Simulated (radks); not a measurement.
Values are calculated unless marked as measured or tabulated.
All-electron atom: Sc5+ in [Ne] 3s2 3p4. Code: a radial shooting solver on a logarithmic mesh with Libxc functionals. Model: scalar-relativistic Kohn-Sham, PBE, spin-polarised, spherical densities, finite nucleus; open shells are filled with parallel spins first; Fermi nuclear charge, rms radius 3.5459 fm.

Unscreened Slater integrals over Kohn-Sham orbitals (hartree). They are taken over the spin-up orbitals.

integral      value
F0(3p,3p)   0.85750
F2(3p,3p)   0.43703
F0(3p,3s)   0.87443
G1(3p,3s)   0.58551
F0(3p,2p)    1.1538
F2(3p,2p)   0.23581
G0(3p,2p)  0.095010
G2(3p,2p)  0.098493
F0(3s,3s)   0.89302
F0(3s,2p)    1.1795
G1(3s,2p)   0.10119
F0(2p,2p)    2.9818
F2(2p,2p)    1.3964

Derived for the open shells (J is the average intra-shell exchange parameter used in DFT+U). 3p: J = F2/5 = 0.08741 hartree; in LS coupling 1D lies 6 F2/25 = 0.1049 hartree above 3P.
